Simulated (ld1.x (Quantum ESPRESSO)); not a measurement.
**Te (Z = 52): variants of one PAW potential**

Base potential:

tellurium, PAW, made with ld1.x (Quantum ESPRESSO) 7.5 (PBE, scalar-relativistic). Core [Kr], reference 4d10 5s2 5p3.5 (charge +0.5). Waves: 5s (bound): rcut 1.55, rcutus 1.70 bohr; 5s channel at 3.05 Ry: rcut 1.55, rcutus 1.70 bohr; 5p (bound): rcut 2.00, rcutus 2.15 bohr; 5p channel at 1.95 Ry: rcut 2.00, rcutus 2.15 bohr; 4d (bound): rcut 1.15, rcutus 1.50 bohr; 4d channel at -2.8 Ry: rcut 1.15, rcutus 1.50 bohr. Local part: all-electron potential smoothed inside 1.35 bohr (lloc = -1). Core correction: a·sin(br)/r model core inside 1.55 bohr. Augmentation charge: BESSEL, radius 0.85 bohr.

All-electron outer shells of the reference configuration (PBE, scalar-relativistic, ld1.x):

```json
{"shell": "4s", "level (eV)": "-168.73", "outermost node (bohr)": "0.38", "outermost maximum (bohr)": "0.70"}
{"shell": "4p", "level (eV)": "-118.75", "outermost node (bohr)": "0.38", "outermost maximum (bohr)": "0.74"}
{"shell": "4d", "level (eV)": "-45.98", "outermost node (bohr)": "0.36", "outermost maximum (bohr)": "0.81"}
{"shell": "5s", "level (eV)": "-19.14", "outermost node (bohr)": "0.91", "outermost maximum (bohr)": "1.80"}
{"shell": "5p", "level (eV)": "-9.69", "outermost node (bohr)": "1.00", "outermost maximum (bohr)": "2.14"}
```

Cutoffs, loose and tight: the cutoffs (Ry, on a coarse ladder) from which the occupation-weighted sum of valence levels, in a spherical-Bessel basis at the reference potential, stays within 10 and 1 mRy of its value at 400 Ry. They do not see the model core or the augmentation charge, which bear on the density cutoff. Test errors are all-electron minus pseudo excitation energies from the reference, over the configurations 4d10 5s2 5p4; 4d10 5s2 5p3; 4d10 5s2 5p2; 4d10 5s2 5p4.3; 4d10 5s2 5p1; 4d9 5s2 5p5; 4d10 5s2 5p0. A dash means not determined; rows that change the core or the reference have their own tests. The largest error is taken over the tests solved by every variant that gives reliable tests at all: 4d10 5s2 5p1; 4d10 5s2 5p2; 4d10 5s2 5p3; 4d10 5s2 5p4; 4d10 5s2 5p4.3.

A true bound ghost makes a file unfit for plane-wave use even where its test errors are small: the radial tests pick states by their node count and pass the ghost by.

Cutoffs are not given where the Bessel-basis levels miss the radial ones by over 6 mRy, ghosts where they miss by over 20 mRy; a channel whose overlap is not positive is not tested.

```tsv
change	outcome	cutoff, loose	cutoff, tight	bound ghosts	largest test error (meV)
base	generated	70 Ry	110 Ry	s	-10
all radii but the core radius scaled by about 0.74 (s 1.26, p 1.58, d 1.10 bohr, rcut 1.14/1.48/0.84); local potential all-electron potential smoothed inside 1.00 bohr (lloc = -1); augmentation BESSEL, radius 0.62 bohr	failed: run_pseudo: Errors in PS-KS equation	–	–	–	–
all radii but the core radius scaled by about 0.83 (s 1.40, p 1.78, d 1.24 bohr, rcut 1.28/1.66/0.96); local potential all-electron potential smoothed inside 1.12 bohr (lloc = -1); augmentation BESSEL, radius 0.70 bohr	failed: new_paw_hamiltonian: negative rho	–	–	–	–
all radii but the core radius scaled by about 0.89 (s 1.52, p 1.92, d 1.34 bohr, rcut 1.38/1.80/1.04); local potential all-electron potential smoothed inside 1.22 bohr (lloc = -1); augmentation BESSEL, radius 0.76 bohr	failed: run_pseudo: Errors in PS-KS equation	–	–	–	–
all radii but the core radius scaled by about 1.22 (s 2.08, p 2.62, d 1.84 bohr, rcut 1.90/2.44/1.40); local potential all-electron potential smoothed inside 1.64 bohr (lloc = -1); augmentation BESSEL, radius 1.04 bohr	generated	35 Ry	60 Ry	none	+27
all radii but the core radius scaled by about 1.29 (s 2.20, p 2.76, d 1.94 bohr, rcut 2.00/2.58/1.48); local potential all-electron potential smoothed inside 1.74 bohr (lloc = -1); augmentation BESSEL, radius 1.10 bohr	generated	30 Ry	50 Ry	none	+2.8
```

**Question.** What comes out with this change to the base: all radii but the core radius scaled by about 1.17 (s 1.98, p 2.52, d 1.76 bohr, rcut 1.82/2.34/1.34); local potential all-electron potential smoothed inside 1.58 bohr (lloc = -1); augmentation BESSEL, radius 1.00 bohr?

**Answer.** outcome: generated; cutoff, loose: 40 Ry; cutoff, tight: 70 Ry; bound ghosts: s; largest test error (meV): -50.

**Question.** What comes out with this change to the base: all radii but the core radius scaled by about 1.08 (s 1.84, p 2.34, d 1.62 bohr, rcut 1.68/2.18/1.24); local potential all-electron potential smoothed inside 1.46 bohr (lloc = -1); augmentation BESSEL, radius 0.92 bohr?

**Answer.** outcome: generated; cutoff, loose: 55 Ry; cutoff, tight: 100 Ry; bound ghosts: s; largest test error (meV): -9.0.

**Question.** What comes out with this change to the base: all radii but the core radius scaled by about 1.39 (s 2.36, p 2.98, d 2.08 bohr, rcut 2.14/2.78/1.60); local potential all-electron potential smoothed inside 1.88 bohr (lloc = -1); augmentation BESSEL, radius 1.18 bohr?

**Answer.** outcome: generated, overlap not positive; bound ghosts: not determined (overlap not positive); largest test error (meV): -12. A file whose overlap is not positive is unfit for use, and its test errors describe a broken file.

Reading the sweep of the scale of all radii but the core radius (base = 1) (base included, trends over the rows without a ghost): Bound ghosts are found at 1, 1.08, 1.17. The generation fails at 0.74, 0.83, 0.89.
